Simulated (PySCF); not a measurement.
Homolysis of single bonds, series In CH3-H. Isolated molecules, 0 K electronic values unless said otherwise. Strings in code marks are SMILES.

The four lowest singlet excitations (Tamm–Dancoff). Method: PySCF with TPSSh-D3(BJ)/def2-TZVP // B3LYP-D3(BJ)/def2-TZVP. Excitations are Tamm–Dancoff values on a coarser integration grid. The basis has no diffuse functions, so Rydberg states are missing or too high.

```
state  energy (eV)  wavelength (nm)  oscillator strength
-----  -----------  ---------------  -------------------
S1            4.61              269                0.000
S2            4.63              268                0.000
S3            6.11              203                0.199
S4            6.13              202                0.220
```

**Question.** Say which member gives these states.
A. `[CH3][InH][CH3]`
B. `[CH3][InH2]`
C. `[CH3][In]([CH3])[CH3]`

**Answer.** C, `[CH3][In]([CH3])[CH3]`
